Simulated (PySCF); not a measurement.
# Basis-set dependence of population analyses: `O=C[Si@@H]1C[C@@H]1F`

Compound: C₃H₅FOSi.
SMILES with atom numbers: `[O:1]=[CH:2][Si@@H:3]1[CH2:4][C@@H:5]1[F:6]` (hydrogens: H7 on C2; H8 on Si3; H9, H10 on C4; H11 on C5)

Geometry (PBE0-D3(BJ)/def2-SVP, Å), atoms numbered from 1 in this order:
```xyz
11
C3H5FOSi angstrom
O      2.9831    0.6747    0.4754
C      1.9088    0.1370    0.5692
Si     0.3823    0.6583   -0.4412
C     -1.2441    0.2307    0.4041
C     -0.8745   -0.7294   -0.6961
F     -0.5672   -1.9992   -0.3069
H      1.7511   -0.7285    1.2711
H      0.5018    1.7890   -1.3914
H     -1.1449   -0.1753    1.4186
H     -2.1444    0.8409    0.2720
H     -1.5142   -0.7236   -1.5891
```

PBE0 throughout (PySCF), one geometry, spherical d and f functions. Geometry: PBE0-D3(BJ)/def2-SVP, one conformer, isolated molecule. The first 7 of 11 kinds of atom are listed.

Mulliken charges (e):

```json
{"basis": "STO-3G", "functions": "39", "O1": "-0.175", "C2": "-0.053", "Si3": "+0.549", "C4": "-0.317", "C5": "-0.113", "F6": "-0.101", "H7": "+0.061"}
{"basis": "6-31G", "functions": "68", "O1": "-0.361", "C2": "-0.033", "Si3": "+0.674", "C4": "-0.628", "C5": "-0.080", "F6": "-0.315", "H7": "+0.160"}
{"basis": "pcSseg-0", "functions": "68", "O1": "-0.434", "C2": "-0.200", "Si3": "+1.073", "C4": "-0.904", "C5": "-0.284", "F6": "-0.353", "H7": "+0.231"}
{"basis": "6-31G*", "functions": "98", "O1": "-0.351", "C2": "+0.049", "Si3": "+0.381", "C4": "-0.585", "C5": "+0.062", "F6": "-0.317", "H7": "+0.150"}
{"basis": "cc-pVDZ", "functions": "113", "O1": "-0.194", "C2": "+0.051", "Si3": "+0.244", "C4": "-0.198", "C5": "+0.079", "F6": "-0.214", "H7": "+0.033"}
{"basis": "def2-SVP", "functions": "113", "O1": "-0.213", "C2": "+0.035", "Si3": "+0.309", "C4": "-0.267", "C5": "+0.072", "F6": "-0.245", "H7": "+0.049"}
{"basis": "aug-cc-pVDZ", "functions": "187", "O1": "-0.458", "C2": "+0.433", "Si3": "+0.169", "C4": "+0.619", "C5": "+0.990", "F6": "-0.510", "H7": "-0.234"}
{"basis": "6-311+G(2d,p)", "functions": "200", "O1": "-0.290", "C2": "-0.180", "Si3": "+0.749", "C4": "-0.457", "C5": "-0.082", "F6": "-0.269", "H7": "+0.122"}
{"basis": "def2-TZVP", "functions": "222", "O1": "-0.242", "C2": "+0.051", "Si3": "+0.209", "C4": "-0.358", "C5": "+0.026", "F6": "-0.207", "H7": "+0.097"}
{"basis": "cc-pVTZ", "functions": "254", "O1": "-0.234", "C2": "+0.061", "Si3": "+0.223", "C4": "-0.313", "C5": "+0.071", "F6": "-0.207", "H7": "+0.063"}
{"basis": "IGLO-III", "functions": "269", "O1": "-0.361", "C2": "+0.066", "Si3": "+0.691", "C4": "-0.459", "C5": "+0.009", "F6": "-0.277", "H7": "+0.073"}
```

IAO charges (e):

```tsv
basis	functions	O1	C2	Si3	C4	C5	F6	H7
STO-3G	39	-0.166	-0.136	+0.733	-0.510	-0.195	-0.126	+0.092
6-31G	68	-0.322	-0.005	+0.595	-0.519	-0.064	-0.280	+0.121
pcSseg-0	68	-0.305	-0.015	+0.609	-0.535	-0.080	-0.265	+0.117
6-31G*	98	-0.348	+0.020	+0.675	-0.527	-0.044	-0.291	+0.103
cc-pVDZ	113	-0.340	+0.020	+0.666	-0.529	-0.043	-0.292	+0.102
def2-SVP	113	-0.339	+0.017	+0.682	-0.524	-0.044	-0.294	+0.101
aug-cc-pVDZ	187	-0.364	+0.029	+0.676	-0.536	-0.044	-0.308	+0.110
6-311+G(2d,p)	200	-0.365	+0.024	+0.707	-0.546	-0.053	-0.309	+0.111
def2-TZVP	222	-0.363	+0.022	+0.712	-0.549	-0.050	-0.308	+0.109
cc-pVTZ	254	-0.358	+0.022	+0.698	-0.546	-0.048	-0.305	+0.108
IGLO-III	269	-0.365	+0.021	+0.715	-0.549	-0.053	-0.310	+0.111
```

Question: Which scheme is steadiest as the basis changes?

Answer: Largest range over the bases for any column: IAO 0.20 e, Mulliken 1.52 e. IAO charges move least and Mulliken charges most, counted in e. Without the minimal STO-3G basis the ranges are IAO 0.12, Mulliken 1.52 e.

Question: How much do the charges still move between the two largest bases, cc-pVTZ and IGLO-III?

Answer: At most, over all atoms: Mulliken 0.468 e, IAO 0.017 e.

Question: What do the same runs give for the total energy, the frontier levels and the dipole moment?

Answer: 
| basis | energy (Eh) | HOMO (eV) | LUMO (eV) | μ (D) |
| --- | --- | --- | --- | --- |
| STO-3G | -574.1521 | -3.85 | 2.15 | 1.35 |
| 6-31G | -581.2349 | -7.02 | -1.56 | 3.03 |
| pcSseg-0 | -580.3353 | -7.20 | -1.77 | 2.93 |
| 6-31G* | -581.3445 | -6.88 | -1.47 | 2.73 |
| cc-pVDZ | -581.3829 | -6.92 | -1.52 | 2.59 |
| def2-SVP | -581.0601 | -7.03 | -1.64 | 2.64 |
| aug-cc-pVDZ | -581.4104 | -7.16 | -1.85 | 2.83 |
| 6-311+G(2d,p) | -581.4733 | -7.20 | -1.91 | 2.84 |
| def2-TZVP | -581.5017 | -7.14 | -1.85 | 2.75 |
| cc-pVTZ | -581.4904 | -7.09 | -1.77 | 2.69 |
| IGLO-III | -581.5077 | -7.17 | -1.90 | 2.78 |

The dipole is fixed by the density alone, so its range of 1.68 D shows that the density itself changes with the basis, not only its division among atoms.
